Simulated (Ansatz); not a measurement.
Process, species as SMILES: FCBr [bromo(fluoro)methane] -> F atom + [CH2]Br (the C-F bond at the site shown breaks; other sites are not compared here)
Geometries: B3LYP-D3(BJ)/def2-TZVP minima from Ansatz (a program for electronic structure).
Geometry of the first species:
```
C
F 1 1.3614
H 1 1.0858 2 109.64
H 1 1.0858 3 113.27 2 122.82
Br 1 1.9569 3 106.81 4 117.31
```
Charge 0, spin multiplicity 1.

Quantity: bond dissociation energy (electronic energy difference), in kJ/mol. Cores are frozen in the correlated levels unless marked. UHF or UKS for open shells. Spin-orbit coupling is left out. The frozen core is the preceding noble-gas configuration, with the filled d and f shells of earlier blocks. Non-relativistic. CBS(X,Y): correlation extrapolated as X^-3; Hartree-Fock from the larger set.

```csv
level,program,bond dissociation energy (kJ/mol)
HF/STO-3G,Ansatz,261.3
HF/6-31G,Ansatz,219.3
```

### Question
Predict the CCSD(T)/CBS(cc-pVTZ,cc-pVQZ) result (Ansatz).

### Answer
474.5 kJ/mol
